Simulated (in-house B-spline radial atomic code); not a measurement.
Successive ionisation energies of ruthenium; each step leads to the configuration of the next row (after the last: [Ar] 3d10 4s2 4p1/2(2) 4p3/2(2)). Dirac energy differences include first-order Breit, QED and recoil terms. NIST's values go from ground level to ground level; the uncertainty of those that are theory runs from under 0.1 % in few-electron ions to several per cent in heavy many-electron ones. Computed with an all-electron radial atomic-structure program (B-spline basis): Dirac-Hartree-Fock, jj configuration that fills j = l - 1/2 first, finite nuclei.

A number in brackets counts the electrons of a j subshell.

```tsv
ion	configuration	ionisation energy (eV)	tabulated value (eV)	tabulated kind	computed minus tabulated (eV)	highest orbital	largest mean radius (bohr)
Ru	[Kr] 4d3/2(4) 4d5/2(3) 5s1	5.92	7.3605	measured	-1.44	5s1/2	3.7021
Ru+	[Kr] 4d3/2(4) 4d5/2(3)	?	?	semi-empirical	?	?	?
Ru2+	[Kr] 4d3/2(4) 4d5/2(2)	?	?	semi-empirical	?	?	?
Ru3+	[Kr] 4d3/2(4) 4d5/2(1)	42.46	45	tabulated theory	-2.54	4d5/2	1.4429
Ru4+	[Kr] 4d3/2(4)	58.76	59	tabulated theory	-0.24	4d3/2	1.3628
Ru5+	[Kr] 4d3/2(3)	74.96	76	tabulated theory	-1.04	4d3/2	1.3089
Ru6+	[Kr] 4d3/2(2)	92.09	93	tabulated theory	-0.91	4d3/2	1.2625
Ru7+	[Kr] 4d3/2(1)	110.09	110	tabulated theory	0.09	4d3/2	1.2214
Ru8+	[Ar] 3d10 4s2 4p6	?	?	semi-empirical	?	?	?
Ru9+	[Ar] 3d10 4s2 4p1/2(2) 4p3/2(3)	198.88	198	tabulated theory	0.88	4p3/2	1.0242
```

(1) Fill in the row of Ru+.

(2) Fill in the row of Ru2+.

(3) Fill in the row of Ru8+.

(4) Where is the largest jump?

(5) How far is this level of theory from the measured and semi-empirical values?

## Answers

(1) ionisation energy (eV): 15.85; tabulated value (eV): 16.76; computed minus tabulated (eV): -0.91; highest orbital: 4d5/2; largest mean radius (bohr): 1.6332.

(2) ionisation energy (eV): 28.48; tabulated value (eV): 28.47; computed minus tabulated (eV): 0.01; highest orbital: 4d5/2; largest mean radius (bohr): 1.5246.

(3) ionisation energy (eV): 177.25; tabulated value (eV): 178.41; computed minus tabulated (eV): -1.16; highest orbital: 4p3/2; largest mean radius (bohr): 1.0433.

(4) From Ru to Ru+, by a factor of 2.68 (5.922 to 15.85 eV); the highest orbital goes from 5s1/2 to 4d5/2.

(5) Over those 4 rows the differences run from -1.44 to +0.00791 eV (mean absolute value 0.88 eV). The calculation leaves out correlation and, in open shells, the multiplet splittings that an average leaves out.
